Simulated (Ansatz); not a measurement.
The same molecule with X = N, As, Sb. Ansatz, PBE0-D4/def2-TZVP geometries, multiplicity 2.

Elements past krypton have def2 core potentials. Scalar relativity is left out up to krypton.

```
 X       molecule  mean X–C bond length / Å  mean X–H bond length / Å  ideal-gas entropy at 298 K and 1 bar (rigid rotor, harmonic PBE0-D4/def2-TZVP) / J/(mol·K)  zero-point energy (PBE0-D4/def2-TZVP) / kJ/mol  size of the dipole moment (PBE/def2-TZVPP) / D
 N       `C[NH]`•                     1.430                     1.025                                                                                         245                                           128.4                                            1.98
Sb  `[CH3][SbH]`•                     2.162                     1.716                                                                                         285                                           109.2                                            0.76
```

(1) Give the row for X = As, `C[AsH]`•. (Estimate.)

Results:

(1) The calculation gave: 
```
 X   molecule  mean X–C bond length / Å  mean X–H bond length / Å  ideal-gas entropy at 298 K and 1 bar (rigid rotor, harmonic PBE0-D4/def2-TZVP) / J/(mol·K)  zero-point energy (PBE0-D4/def2-TZVP) / kJ/mol  size of the dipole moment (PBE/def2-TZVPP) / D
As  `C[AsH]`•                     1.967                     1.530                                                                                         274                                           112.9                                            1.03
```

From N to Sb the mean X–C bond length rises at each step, by 0.732 Å in all; the mean X–H bond length rises at each step, by 0.691 Å in all; the ideal-gas entropy at 298 K and 1 bar (rigid rotor, harmonic PBE0-D4/def2-TZVP) rises at each step, by 40 J/(mol·K) in all; the zero-point energy (PBE0-D4/def2-TZVP) falls at each step, by 19.2 kJ/mol in all. Bonds lengthen as the atom grows down the group. Dipoles are sizes alone, and their direction can turn along the series.
